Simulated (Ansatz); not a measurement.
System: C2H8O2Te, charge 0, multiplicity 1. 
Structure (B3LYP-D3(BJ)/def2-TZVP (Ansatz, a quantum-chemistry and plane-wave program) minimum search):
```xyz
13

O     -0.1716    -0.5182     1.9982
Te     0.0277     0.3171     0.0990
C      1.4858    -1.1888    -0.2271
C     -1.6647    -0.8557    -0.4113
O      0.1860     0.6824    -1.9469
H     -0.1382     0.1698     2.6711
H      1.4186    -1.4734    -1.2729
H      2.4654    -0.7693    -0.0106
H      1.2616    -2.0004     0.4587
H     -2.5536    -0.2386    -0.3041
H     -1.5381    -1.1608    -1.4458
H     -1.6951    -1.6878     0.2859
H      0.2952     1.6250    -2.1107
```

Wanted: vertical ionisation energy (to the doublet state of charge +1; each state is the SCF solution reached for its spin; the UHF <S^2> is 0.95 for the doublet (pure: 0.75)), in eV. Cores are frozen in the correlated levels unless marked. Open shells are spin-unrestricted. Spin-orbit coupling is left out. Frozen are the shells of the preceding noble gas and the d and f shells that filled before the atom's block. Past Kr the def2 sets carry scalar-relativistic core potentials. CBS marks a two-point X^-3 extrapolation of the correlation energy; Hartree-Fock from the larger set. [CCSD(T)-MP2]/basis is that difference in the basis named.

```json
[
 {"level": "HF/def2-SVPD", "program": "Ansatz", "vertical ionisation energy (eV)": "8.00"},
 {"level": "SVWN5/def2-TZVPD", "program": "Ansatz", "vertical ionisation energy (eV)": "8.97"},
 {"level": "r2SCAN/def2-TZVPD", "program": "Ansatz", "vertical ionisation energy (eV)": "8.74"},
 {"level": "B2PLYP/def2-TZVPD", "program": "Ansatz", "vertical ionisation energy (eV)": "9.02"},
 {"level": "MP2/def2-TZVPPD", "program": "Ansatz", "vertical ionisation energy (eV)": "9.72"},
 {"level": "RI-MP2/def2-TZVPPD", "program": "Ansatz", "vertical ionisation energy (eV)": "9.72"},
 {"level": "RI-MP2/CBS(def2-TZVPPD,def2-QZVPPD)", "program": "Ansatz", "vertical ionisation energy (eV)": "9.85"}
]
```

Problem. Estimate the value at RI-MP2/CBS(def2-TZVPPD,def2-QZVPPD)+[CCSD(T)-MP2]/def2-TZVPPD as computed with Ansatz.

Solution. 9.19 eV, so RI-MP2/CBS(def2-TZVPPD,def2-QZVPPD) differs from it by 0.66 eV.
